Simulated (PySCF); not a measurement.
# Broadened absorption spectrum of C5H12N2

Species: C₅H₁₂N₂.
InChI=1S/C5H12N2/c1-3-4-5-7-6-2/h5-6H,3-4H2,1-2H3/b7-5+

Computed, not measured: TDDFT B3LYP/def2-SVPD, vertical, gas phase, core orbitals frozen in the response in PySCF. Isolated species at its GFN2-xTB geometry (one conformer only). Torsions of this conformer, `[CH3:1][CH2:2][CH2:3]/[CH:4]=[N:5]/[NH:6][CH3:7]`: C1–C2–C3–C4 -65°, C2–C3–C4–N5 116°, C4–N5–N6–C7 -158°.

Computed states:

```csv
state,E (eV),f
S1,5.37,0.049
S2,5.47,0.231
S3,5.97,0.0033
S4,5.98,0.0069
S5,6.13,0.012
S6,6.50,0.022
S7,6.83,0.0071
S8,7.05,0.0077
```

Each state is given a Gaussian of 0.4 eV full width at half maximum, with ε(max) = 2.175×10⁸ f / Δν̃ (Δν̃ the width in cm⁻¹). The width is an assumption, not a result. The curve ends short of the highest state used, and states not computed would add to its high-energy end.

Task: What does the envelope look like, and where are its maxima?

Result: 
| λ (nm) | ε (L mol⁻¹ cm⁻¹) |
| --- | --- |
| 192.1 | 1596 |
| 193.7 | 1505 |
| 195.3 | 1395 |
| 196.9 | 1315 |
| 198.5 | 1291 |
| 200.0 | 1315 |
| 201.6 | 1365 |
| 203.2 | 1409 |
| 204.8 | 1425 |
| 206.4 | 1421 |
| 207.9 | 1434 |
| 209.5 | 1538 |
| 211.1 | 1838 |
| 212.7 | 2455 |
| 214.3 | 3499 |
| 215.8 | 4929 |
| 217.4 | 6930 |
| 219.0 | 9319 |
| 220.6 | 11890 |
| 222.2 | 14364 |
| 223.7 | 16324 |
| 225.3 | 17776 |
| 226.9 | 18395 |
| 228.5 | 18130 |
| 230.1 | 17055 |
| 231.6 | 15467 |
| 233.2 | 13372 |
| 234.8 | 11102 |
| 236.4 | 8867 |
| 238.0 | 6826 |
| 239.5 | 5173 |
| 241.1 | 3725 |
| 242.7 | 2597 |
| 244.3 | 1757 |
| 245.9 | 1153 |
| 247.4 | 758 |
| 249.0 | 472 |
| 250.6 | 286 |
| 252.2 | 170 |
| 253.7 | 101 |
| 255.3 | 57 |
| 256.9 | 32 |
| 258.5 | 17 |
| 260.1 | 9 |

Maxima: 227 nm (5.46 eV), ε about 18000, made up of S1 (16%) and S2 (84%); 205 nm (6.05 eV), ε about 1400, made up of S3 (14%), S4 (30%) and S5 (49%) (hardly more than a shoulder) (ε in L mol⁻¹ cm⁻¹; maxima over ε = 5, shares over 10%). At its high-energy end, 6.45 eV, the curve is still rising (ε about 1600, from S6).

Task: On this curve, what absorbance would a 10⁻³ mol/L sample give at 193 nm over a 1 cm path?

Result: 193 nm is 6.424 eV, where ε is about 1600 L mol⁻¹ cm⁻¹, so A = ε c l ≈ 1.6 (Beer–Lambert, with the gas-phase spectrum and the assumed width).

Task: Coming from long wavelengths, where does ε first pass 100 L mol⁻¹ cm⁻¹?

Result: At about 254 nm (4.89 eV), 0.48 eV below S1.

Task: What would ε be at 5.46 eV, the highest of these maxima, with half the width (0.2 eV)?

Result: About 34500 L mol⁻¹ cm⁻¹ against 18400, a factor of about 1.9; a lone state at its own centre would give exactly 2.
